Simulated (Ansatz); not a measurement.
`O[Si](Cl)(Cl)Cl` + H₂ → `Cl[SiH](Cl)Cl` + H₂O  (hydrogenolysis of the Si–O bond)

Computed with Ansatz on PBE0-D4/def2-TZVP structures; ΔE is electronic, products minus reactants. CCSD(T)/CBS is the MP2 limit (def2-TZVPP, def2-QZVPP) plus CCSD(T) − MP2 in def2-TZVPP, frozen cores. This one scheme is used for every species. DFT in def2-TZVPP. Each species was taken in one conformer, which may not be the lowest.

| species | ωB97X-V energy (Eh) |
| --- | --- |
| `O[Si](Cl)(Cl)Cl` | -1745.94775 |
| H₂ | -1.17262 |
| `Cl[SiH](Cl)Cl` | -1670.65308 |
| H₂O | -76.43446 |

Task: Work out ΔE.

Result: ΔE = (-1670.65308) + (-76.43446) − (-1745.94775) − (-1.17262) = 0.03283 Eh = +86.2 kJ/mol. CCSD(T)/CBS gives +84.0 kJ/mol.

Task: What do rigid-rotor, harmonic-oscillator terms from PBE0-D4/def2-TZVP frequencies (298.15 K, 1 bar) make of the CCSD(T)/CBS value? (An estimate is asked.)

Result: The calculation gave: ΔZPE = +15.2 kJ/mol, ΔH = +96.4 kJ/mol, ΔS = 20 J/(mol·K), ΔG = +90.3 kJ/mol.

Largest T1 diagnostic among the species: 0.009.

At CCSD(T), def2-SVP lies −9.2 kJ/mol from the extrapolated value and def2-TZVPP +0.7 kJ/mol. From BLYP to BHLYP (50 % exact exchange), in def2-TZVPP and without D4, ΔE moves by +4.2 kJ/mol. Leaving LDA and LC-ωPBE aside and taking each functional with its dispersion term where it has one, the values, not all of them listed here, spread over 12.0 kJ/mol, from HSE06-D4 to r2SCAN-D4. LDA lies +10.3 kJ/mol from PBE without D4.
